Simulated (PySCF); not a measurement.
Worked example: entropy of an ideal gas

Zn(Me) (CH₃Zn), SMILES [Zn+][CH3], charge +1.

Geometry: r2SCAN-D4/def2-TZVP. The multiplicity is an assumed one; other spin states were not compared. The isomer is the one that the SMILES or the coordinates give; other isomers of the formula were not compared.

r2SCAN-D4/def2-TZVP (PySCF 2.14.0) gives the harmonic wavenumbers 493, 763, 763, 1141, 1408, 1408, 3060, 3205, 3205 cm⁻¹ and the rotational temperatures 7.2071, 0.4700, 0.4700 K. The molar mass is 80.41 g/mol, the symmetry number 3, the spin multiplicity 1.

Question: Work out the entropy at 298.15 K and 1 atm in the rigid-rotor, harmonic-oscillator model.

Answer: 
Translation (Sackur–Tetrode at 1 atm): S = R[1.5 ln M + 2.5 ln T − 1.16487] = 163.5 J/(mol K).
Rotation: q = (√π/σ) T^1.5/√(θA θB θC) = 2410, S = R[ln q + 3/2] = 77.2 J/(mol K).
Vibration: with u = 1.4388 ν/T, each mode gives R[u/(e^u − 1) − ln(1 − e^−u)]:
```csv
ν (cm⁻¹),modes,u,S (J/(mol K))
493,1,2.38,2.83
763,2,3.68,2.01
1141,1,5.51,0.22
1408,2,6.79,0.15
```
The stiffer modes add less than 0.005 each. Sum 5.2 J/(mol K).
Spin: R ln 1 = 0.0 J/(mol K).
Total 245.9 J/(mol K); the program's own thermochemistry gives 245.9. Translation makes up 66 % and vibration 2 %. Anharmonicity, hindered rotation and orbital degeneracy are left out.
